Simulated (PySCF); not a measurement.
**`InChI=1S/C5H11NS/c1-3(6)4-2-5(4)7/h3-5,7H,2,6H2,1H3/t3-,4+,5-/m1/s1`**

Cartesian coordinates in Å; atom numbers follow the order of the lines, from 1:
```xyz
18

C    -1.248    1.404   -0.898
C    -0.922    0.112   -0.134
N    -1.911   -0.941   -0.312
C     0.428   -0.425   -0.562
C     1.130   -1.449    0.277
C     1.661   -0.052    0.204
S     3.207    0.222   -0.681
H    -0.476    2.150   -0.728
H    -1.308    1.204   -1.967
H    -2.201    1.811   -0.568
H    -0.891    0.332    0.941
H    -2.828   -0.620   -0.024
H    -1.967   -1.208   -1.289
H     0.540   -0.523   -1.636
H     0.658   -1.763    1.195
H     1.682   -2.228   -0.226
H     1.571    0.584    1.075
H     2.865    1.398   -1.208
```

Method: TDDFT wB97X-D/aug-cc-pVDZ circular dichroism and optical rotation, one conformer, gas phase (PySCF 2.14.0). Geometry: GFN2-xTB.

The molecule is flexible and this is one conformer; a measurement averages over conformers. Singlets 7 and 8 lie within 0.01 eV of each other, so their separate moments and overlaps can depend on how they mix.

Question: Draw the ECD and absorption spectra from the lowest 12 states, each a Gaussian of half-width 0.2 eV at 1/e height.

Answer: 
```
E (eV)  λ (nm)  Δε (L mol⁻¹ cm⁻¹)  ε (L mol⁻¹ cm⁻¹)
  5.08     244               0.00              1.32
  5.23     237              +0.04                32
  5.38     230              +0.31               253
  5.53     224              +0.74               678
  5.68     218              -0.21               985
  5.83     213              -3.84              2170
  5.98     207              -7.46              3590
  6.13     202              -7.22              3190
  6.28     197              -3.83              1520
  6.43     193              -3.38               749
  6.58     188              -6.66              1430
  6.73     184              -0.89              1990
  6.88     180             +12.60              2270
  7.03     176             +17.96              2140
  7.18     173             +16.42              1950
  7.33     169              +0.84              2030
  7.48     166              -4.67              3060
```
Δε uses R in velocity form, ε uses f in length form. Only the states computed contribute, so the short-wavelength end is incomplete.
